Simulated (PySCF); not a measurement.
Molecular orbitals of CdTe⁻

PBE0 at R = 2.689 Å; Cd def2-SVPD with ECP28, Te def2-SVPD with ECP28; scalar-relativistic core potentials (PySCF 2.14). State: ²Σ⁺ (doublet), unpaired electrons σ ↑. Only the outer orbitals are listed, counted within each symmetry, core potentials removing the inner ones.

| spin | orbital | occ. | ε (eV) | on Cd (%) | main shells (%) |
| --- | --- | --- | --- | --- | --- |
| α | 8σ | 1 | -3.48 | 59 | 58 Cd s, 39 Te p |
| α | 5π | 1 | -0.90 | 7 | 93 Te p |
| α | 5π | 1 | -0.90 | 7 | 93 Te p |
| α | 9σ | 1 | -0.79 | 57 | 38 Te p, 34 Cd p, 23 Cd s |
| α | 6π | 0 | 3.41 | 99 | 98 Cd p |
| α | 6π | 0 | 3.41 | 99 | 98 Cd p |
| β | 8σ | 1 | -2.80 | 62 | 61 Cd s, 35 Te p |
| β | 5π | 1 | -0.76 | 6 | 94 Te p |
| β | 5π | 1 | -0.76 | 6 | 94 Te p |
| β | 9σ | 0 | 1.43 | 57 | 37 Te p, 28 Cd p, 28 Cd s |
| β | 6π | 0 | 3.72 | 94 | 94 Cd p |
| β | 6π | 0 | 3.72 | 94 | 94 Cd p |

Question: Which are the highest filled and the lowest empty level, where do they sit, and how wide is the gap?

Answer: Highest filled β 5π at -0.76 eV (in %: 94 Te p); lowest empty β 9σ at 1.43 eV (in %: 37 Te p, 28 Cd p, 28 Cd s); the gap at PBE0 is 2.19 eV. An empty level above zero is unbound, and its energy depends on the basis.

* bond order (Mayer): 1.38
* ⟨S²⟩: 0.758
* charge on Cd (Mulliken, basis-dependent): -0.08
* charge on Cd (Löwdin, basis-dependent): -0.05
* dipole moment (positive dipole points towards Te; it is taken about the centre of mass and depends on that origin): -3.00 D
* polarisability along the bond: 195.5 bohr³
* polarisability across the bond: 116.8 bohr³

Spin–orbit coupling is left out. The state is the lowest determinant that a PBE0 search found; another state may lie lower at other levels.
